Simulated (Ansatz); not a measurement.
Start from `C/C=[CH]/[AlH2]` and change one element to get `B/C=C/C`.

Ansatz, PBE0-D4/def2-TZVP geometries, multiplicity 1. 

```
                             property  `C/C=[CH]/[AlH2]`
HOMO–LUMO gap (B3LYP/def2-TZVPP) / eV               5.75
HOMO energy (ωB97M-V/def2-TZVPP) / eV              -9.86
   LUMO energy (PBE0/def2-TZVPP) / eV              -1.47
   HOMO energy (PBE0/def2-TZVPP) / eV              -7.66
LUMO energy (ωB97M-V/def2-TZVPP) / eV               0.21
  HOMO–LUMO gap (PBE/def2-TZVPP) / eV               4.33
```

(1) What does the change do to each property? (An estimate is asked.)

Answers

(1) The calculation gave: 
```csv
property,`B/C=C/C`,shift
HOMO–LUMO gap (B3LYP/def2-TZVPP) / eV,5.77,0.02
HOMO energy (ωB97M-V/def2-TZVPP) / eV,-10.17,-0.31
LUMO energy (PBE0/def2-TZVPP) / eV,-1.78,-0.31
HOMO energy (PBE0/def2-TZVPP) / eV,-7.98,-0.32
LUMO energy (ωB97M-V/def2-TZVPP) / eV,0.21,0.00
HOMO–LUMO gap (PBE/def2-TZVPP) / eV,4.21,-0.12
```

B3LYP here is the variant with VWN-RPA as its local correlation; programs differ in this.
